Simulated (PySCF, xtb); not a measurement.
C5H4F2, SMILES C=C=C(F)/C=C\F.

GFN2-xTB in xtb at its own geometry gives an orbital gap of 3.47 eV and a dipole moment of 1.14 D.

Geometry optimised at PBE0-D3(BJ)/def2-SVP. The structure was generated by enumeration; whether it is a known compound was not checked. Other conformers were not sampled.

**Question.** What does PBE/def2-TZVP (PySCF) give? (An estimate is asked for; the answer gives what the named calculation found.)

**Answer.** gap 3.68 eV (levels -5.54 and -1.86 eV), dipole 1.19 D.
